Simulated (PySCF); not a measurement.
PySCF input (M06-2X/def2-TZVPD):

```python
from pyscf import gto, scf, dft

mol = gto.M(
    atom='''
    Li   -0.00000000   -0.00000000   -1.86756739
    C     0.00000000    0.00000000    1.06166983
    N    -0.00000000   -0.00000000   -0.10961669
    ''',
    basis='def2-tzvpd',
    charge=-1,
    spin=1,
    symmetry='C2v',
    verbose=4,
)

mf = dft.UKS(mol, xc='m062x').density_fit(auxbasis='def2-universal-jkfit')
mf.grids.level = 4
mf.conv_tol = 1e-9
mf.max_cycle = 100
mf.max_memory = 1500
mf.kernel()
if not mf.converged:
    mf = mf.newton()
    mf.kernel(mf.make_rdm1())
mf.analyze()
```

Output:

```
PySCF version 2.14.0

[INPUT] verbose = 4
[INPUT] num. atoms = 3
[INPUT] num. electrons = 17
[INPUT] charge = -1
[INPUT] spin (= nelec alpha-beta = 2S) = 1
[INPUT] symmetry C2v subgroup None
[INPUT] Mole.unit = angstrom
[INPUT] Symbol           X                Y                Z      unit          X                Y                Z       unit  Magmom
[INPUT]  1 Li     0.000000000000   0.000000000000  -1.867567390000 AA    0.000000000000   0.000000000000  -3.529190886269 Bohr   0.0
[INPUT]  2 C      0.000000000000   0.000000000000   1.061669830000 AA    0.000000000000   0.000000000000   2.006265213414 Bohr   0.0
[INPUT]  3 N      0.000000000000   0.000000000000  -0.109616690000 AA    0.000000000000   0.000000000000  -0.207145522781 Bohr   0.0

nuclear repulsion = 28.5484113484284
point group symmetry = Coov, use subgroup C2v
symmetry origin: [ 0.00000000e+00  0.00000000e+00 -2.36215761e-09]
symmetry axis x: [1. 0. 0.]
symmetry axis y: [0. 1. 0.]
symmetry axis z: [0. 0. 1.]
num. orbitals of irrep A1 = 43
num. orbitals of irrep A2 = 8
num. orbitals of irrep B1 = 20
num. orbitals of irrep B2 = 20
number of shells = 35
number of NR pGTOs = 127
number of NR cGTOs = 91
basis = def2-tzvpd
ecp = {}

******** <class 'pyscf.df.df_jk.DFSymAdaptedUKS'> ********
method = DFSymAdaptedUKS
initial guess = minao
damping factor = 0
level_shift factor = 0
DIIS = <class 'pyscf.scf.diis.CDIIS'>
diis_start_cycle = 1
diis_space = 8
diis_damp = 0
SCF conv_tol = 1e-09
SCF conv_tol_grad = None
SCF max_cycles = 100
direct_scf = False
number electrons alpha = 9  beta = 8
XC library pyscf.dft.libxc version 7.1.2
    S. Lehtola, C. Steigemann, M. J. T. Oliveira, and M. A. L. Marques,  SoftwareX 7, 1–5 (2018)
XC functionals = m062x
    Y. Zhao and D. G. Truhlar,  Theor. Chem. Acc. 120, 215 (2008)
    Y. Zhao and D. G. Truhlar,  Theor. Chem. Acc. 120, 215 (2008)
radial grids:
    Treutler-Ahlrichs [JCP 102, 346 (1995); DOI:10.1063/1.469408] (M4) radial grids

becke partition: Becke, JCP 88, 2547 (1988); DOI:10.1063/1.454033
pruning grids: <function nwchem_prune>
grids dens level: 4
symmetrized grids: C2v
atomic radii adjust function: <function treutler_atomic_radii_adjust>
small_rho_cutoff = 0
Freeze 0 electrons in irreps []
    17 free electrons in irreps A1 A2 B1 B2
[...]
beta  HOMO (A1) = -0.179654435602785  LUMO (A1) = 0.169602935431032
  HOMO = 0.016096422481  LUMO = 0.122991574205  gap/eV = 2.90877
Extra cycle  E= -100.404425733878  delta_E= -1.43e-11  |g|= 3.47e-06  |ddm|= 0.000354
converged SCF energy = -100.404425733878  <S^2> = 0.75023881  2S+1 = 2.0002388
**** SCF Summaries ****
Total Energy =                        -100.404425733878000
Nuclear Repulsion Energy =              28.548411348428388
One-electron Energy =                 -194.932123400547539
Two-electron Energy =                   65.979286318241151
Two-electron Coulomb Energy =           80.243031112288548
DFT Exchange-Correlation Energy =      -14.263744794047405
HOMO-LUMO gap [eV] =                     2.908765237217696
Wave-function symmetry = A1
alpha occupancy for each irrep:     A1   A2   B1   B2
                                     7    0    1    1
beta  occupancy for each irrep:     A1   A2   B1   B2
                                     6    0    1    1
**** MO energy ****
alpha MO #1 (A1 #1), energy= -14.5448906215683 occ= 1
alpha MO #2 (A1 #2), energy= -10.3608410787316 occ= 1
alpha MO #3 (A1 #3), energy= -1.98184308445468 occ= 1
alpha MO #4 (A1 #4), energy= -0.809647545861282 occ= 1
alpha MO #5 (A1 #5), energy= -0.347528254689749 occ= 1
alpha MO #6 (B1 #1), energy= -0.220378901825157 occ= 1
alpha MO #7 (B2 #1), energy= -0.220378901825156 occ= 1
alpha MO #8 (A1 #6), energy= -0.180129651274406 occ= 1
alpha MO #9 (A1 #7), energy= 0.0160964224810201 occ= 1
alpha MO #10 (B1 #2), energy= 0.122991574204633 occ= 0
alpha MO #11 (B2 #2), energy= 0.122991574204633 occ= 0
alpha MO #12 (A1 #8), energy= 0.135477522071042 occ= 0
alpha MO #13 (A1 #9), energy= 0.186899000027772 occ= 0
alpha MO #14 (B1 #3), energy= 0.202727228794011 occ= 0
alpha MO #15 (B2 #3), energy= 0.202727228794011 occ= 0
alpha MO #16 (A1 #10), energy= 0.221038290377805 occ= 0
alpha MO #17 (B1 #4), energy= 0.279106543228643 occ= 0
alpha MO #18 (B2 #4), energy= 0.279106543228641 occ= 0
alpha MO #19 (A1 #11), energy= 0.290173238264238 occ= 0
alpha MO #20 (A1 #12), energy= 0.329459675111082 occ= 0
alpha MO #21 (A1 #13), energy= 0.38409148208121 occ= 0
alpha MO #22 (A2 #1), energy= 0.384092726664069 occ= 0
alpha MO #23 (B1 #5), energy= 0.393051174027611 occ= 0
alpha MO #24 (B2 #5), energy= 0.393051174027608 occ= 0
alpha MO #25 (B1 #6), energy= 0.447787853167403 occ= 0
alpha MO #26 (B2 #6), energy= 0.447787853167399 occ= 0
alpha MO #27 (A1 #14), energy= 0.460516821943543 occ= 0
alpha MO #28 (A1 #15), energy= 0.544509500778289 occ= 0
alpha MO #29 (A1 #16), energy= 0.553085190191929 occ= 0
alpha MO #30 (A2 #2), energy= 0.55308732063048 occ= 0
alpha MO #31 (A1 #17), energy= 0.563504572176799 occ= 0
alpha MO #32 (B1 #7), energy= 0.601757849039884 occ= 0
alpha MO #33 (B2 #7), energy= 0.601757849039884 occ= 0
alpha MO #34 (A1 #18), energy= 0.699102700591975 occ= 0
alpha MO #35 (A1 #19), energy= 0.855010103872058 occ= 0
alpha MO #36 (B1 #8), energy= 0.856645705486095 occ= 0
alpha MO #37 (B2 #8), energy= 0.856645705486073 occ= 0
alpha MO #38 (A1 #20), energy= 0.920014152076106 occ= 0
alpha MO #39 (B1 #9), energy= 0.929999924291776 occ= 0
alpha MO #40 (B2 #9), energy= 0.929999924291709 occ= 0
alpha MO #41 (A1 #21), energy= 1.06800709439234 occ= 0
alpha MO #42 (A2 #3), energy= 1.06999111668939 occ= 0
alpha MO #43 (A1 #22), energy= 1.06999124172065 occ= 0
alpha MO #44 (A1 #23), energy= 1.15466971905412 occ= 0
alpha MO #45 (B1 #10), energy= 1.21905023886509 occ= 0
alpha MO #46 (B2 #10), energy= 1.21905023886509 occ= 0
alpha MO #47 (A1 #24), energy= 1.46362531323776 occ= 0
alpha MO #48 (A2 #4), energy= 1.58006516807009 occ= 0
alpha MO #49 (A1 #25), energy= 1.58006775809084 occ= 0
alpha MO #50 (B1 #11), energy= 1.75229058613412 occ= 0
alpha MO #51 (B2 #11), energy= 1.75229058613412 occ= 0
alpha MO #52 (A1 #26), energy= 1.76356852863019 occ= 0
alpha MO #53 (A1 #27), energy= 1.7810653153741 occ= 0
alpha MO #54 (B1 #12), energy= 1.87723325554124 occ= 0
alpha MO #55 (B2 #12), energy= 1.87723325554122 occ= 0
alpha MO #56 (A1 #28), energy= 2.15151085468427 occ= 0
alpha MO #57 (A1 #29), energy= 2.50121501045763 occ= 0
alpha MO #58 (B1 #13), energy= 2.63545538077917 occ= 0
alpha MO #59 (B2 #13), energy= 2.63545538077916 occ= 0
alpha MO #60 (A1 #30), energy= 2.66274450642489 occ= 0
alpha MO #61 (B1 #14), energy= 2.88567135261015 occ= 0
alpha MO #62 (B2 #14), energy= 2.88567135261015 occ= 0
alpha MO #63 (A2 #5), energy= 3.00730946929678 occ= 0
alpha MO #64 (A1 #31), energy= 3.00731318932045 occ= 0
alpha MO #65 (B1 #15), energy= 3.28484758748011 occ= 0
alpha MO #66 (B2 #15), energy= 3.2848475874801 occ= 0
alpha MO #67 (A1 #32), energy= 3.2974916856892 occ= 0
alpha MO #68 (A1 #33), energy= 3.33444701103524 occ= 0
alpha MO #69 (A2 #6), energy= 3.33445854669252 occ= 0
alpha MO #70 (B1 #16), energy= 3.61131122834718 occ= 0
alpha MO #71 (B2 #16), energy= 3.61131122834721 occ= 0
alpha MO #72 (A1 #34), energy= 3.97011455611969 occ= 0
alpha MO #73 (B1 #17), energy= 4.15566244416853 occ= 0
alpha MO #74 (B2 #17), energy= 4.15566244416852 occ= 0
alpha MO #75 (A1 #35), energy= 4.27286564542167 occ= 0
alpha MO #76 (A2 #7), energy= 4.65486523724542 occ= 0
alpha MO #77 (A1 #36), energy= 4.65493592966746 occ= 0
alpha MO #78 (A1 #37), energy= 4.88806791457935 occ= 0
alpha MO #79 (A2 #8), energy= 4.88817257963575 occ= 0
alpha MO #80 (B1 #18), energy= 5.03785806347831 occ= 0
alpha MO #81 (B2 #18), energy= 5.03785806347832 occ= 0
alpha MO #82 (B1 #19), energy= 5.58936107934565 occ= 0
alpha MO #83 (B2 #19), energy= 5.58936107934567 occ= 0
alpha MO #84 (A1 #38), energy= 5.69585921690143 occ= 0
alpha MO #85 (A1 #39), energy= 5.87310891245745 occ= 0
alpha MO #86 (B1 #20), energy= 6.17296498253337 occ= 0
alpha MO #87 (B2 #20), energy= 6.17296498253337 occ= 0
alpha MO #88 (A1 #40), energy= 6.41839425745603 occ= 0
alpha MO #89 (A1 #41), energy= 14.7971068397834 occ= 0
alpha MO #90 (A1 #42), energy= 22.5175507687292 occ= 0
alpha MO #91 (A1 #43), energy= 32.5054078186706 occ= 0
beta  MO #1 (A1 #1), energy= -14.5444741238896 occ= 1
beta  MO #2 (A1 #2), energy= -10.360792704503 occ= 1
beta  MO #3 (A1 #3), energy= -1.98015012910625 occ= 1
beta  MO #4 (A1 #4), energy= -0.809081936367811 occ= 1
beta  MO #5 (A1 #5), energy= -0.34629615564171 occ= 1
beta  MO #6 (B1 #1), energy= -0.22026139611786 occ= 1
beta  MO #7 (B2 #1), energy= -0.22026139611786 occ= 1
beta  MO #8 (A1 #6), energy= -0.179654435602785 occ= 1
beta  MO #9 (A1 #7), energy= 0.169602935431032 occ= 0
beta  MO #10 (A1 #8), energy= 0.196439040924917 occ= 0
beta  MO #11 (B1 #2), energy= 0.215127619338657 occ= 0
[...]
```

This state (charge -1, doublet) is run at the relaxed geometry of the species with charge 0 and multiplicity 1.
